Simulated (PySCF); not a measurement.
A search over the determinants of MgTl

Unrestricted PBE0; Mg def2-SVP, Tl def2-SVP with ECP60; scalar-relativistic core potentials (PySCF 2.14). Outer shells of the fragments: Mg 3s2; Tl 5d10 6s2 6p1.

Followed along the bond (rough minima from three points):

```json
{"2Ms+1": "2", "unpaired": "π ↑", "⟨S²⟩ at the start": "0.76", "R at minimum (Å)": "3.05", "Te (eV)": "0.00"}
{"2Ms+1": "2", "unpaired": "σ ↑", "⟨S²⟩ at the start": "0.76", "R at minimum (Å)": "3.43", "Te (eV)": "0.14"}
{"2Ms+1": "4", "unpaired": "σ ↑↑, π ↑", "⟨S²⟩ at the start": "3.75", "R at minimum (Å)": "2.96", "Te (eV)": "1.61"}
{"2Ms+1": "4", "unpaired": "σ ↑, π ↑↑", "⟨S²⟩ at the start": "3.75", "R at minimum (Å)": "none in the scan", "Te (eV)": "≤ 1.65"}
```

Solutions found at the starting distance of 2.785 Å, counted from the lowest of them; the search is not exhaustive and high or unbound solutions are not listed, so other states can lie among these:

```
2Ms+1   unpaired   term  E (eV)  ⟨S²⟩  ⟨Lz²⟩  μ (D)
    2        π ↑     ²Π    0.00  0.76   1.00  -0.71
    2        σ ↑    ²Σ⁺    0.42  0.76   0.00   1.68
    4  σ ↑↑, π ↑     ⁴Π    1.57  3.75   1.00  -0.31
    4  σ ↑, π ↑↑    ⁴Σ⁻    1.59  3.75   0.00  -1.68
    2  σ ↑↑, π ↓  mixed    1.98  1.76   1.00  -0.93
    2  σ ↑, π ↑↓  mixed    2.03  1.75   2.01  -1.86
    2  σ ↓, π ↑↑  mixed    2.15  1.76   0.00  -2.44
    2        σ ↑  mixed    2.45  0.96   2.00  -1.48
    4  σ ↑, π ↑↑  mixed    3.26  3.75   2.01   0.04
    4      σ ↑↑↑    ⁴Σ⁺    5.11  3.75   0.00   0.28
```

A term symbol is given only where ⟨S²⟩ and ⟨Lz²⟩ are close to those of a pure state; real π, δ and φ orbitals otherwise mix terms. A positive dipole means Mg(−)Tl(+).

Question: Compare the gap between the two lowest followed solutions at the starting distance with the gap between their minima.

Answer: At PBE0 the second solution (doublet, unpaired electrons σ ↑) lies +0.42 eV from the first (doublet, unpaired electrons π ↑) at 2.785 Å and +0.14 eV at the minima; the two curves relax by different amounts, since their minima lie near 3.43 and 3.05 Å.

Spin–orbit coupling is left out, which matters for elements this heavy, above all for dissociation energies. Counting both spins, an empty level lies below a filled one in some of these solutions, because spin and occupation are held.
